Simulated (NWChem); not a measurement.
Molecule: BH$_{2}$Se$_{2}$F; SMILES FB([SeH])[SeH]

```xyz
6

B      0.6400     0.0072     0.0000
F      1.9663     0.0401     0.0000
Se    -0.3093    -1.7124     0.0000
H      0.9367    -2.5146     0.0000
Se    -0.2843     1.7403     0.0000
H     -1.6507     1.1708     0.0000
```
Atoms are numbered in this order, from 1.

All runs: NWChem. The geometry was optimised at B3LYP/6-31G* (spherical d). Vertical excitations in the gas phase; the lowest state need not have the same character in each row.

```json
[
 {"level": "PBE/def2-SVP, TDA", "lowest excitation, singlet (eV)": "…", "oscillator strength of that lowest state": "0.000", "lowest state with f > 0.02, singlet (eV)": "…", "orbital gap (eV)": "…"},
 {"level": "B3LYP/def2-SVP, TDA", "lowest excitation, singlet (eV)": "5.36", "oscillator strength of that lowest state": "0.000", "lowest state with f > 0.02, singlet (eV)": "5.76", "orbital gap (eV)": "6.23"},
 {"level": "Hartree-Fock/def2-SVP, CIS", "lowest excitation, singlet (eV)": "6.16", "oscillator strength of that lowest state": "0.000", "lowest state with f > 0.02, singlet (eV)": "7.17", "orbital gap (eV)": "12.81"}
]
```

Problem. Fill in the missing entries.

Solution. 
- PBE/def2-SVP, TDA, lowest excitation, singlet (eV): 5.05
- PBE/def2-SVP, TDA, lowest state with f > 0.02, singlet (eV): 5.47
- PBE/def2-SVP, TDA, orbital gap (eV): 4.63
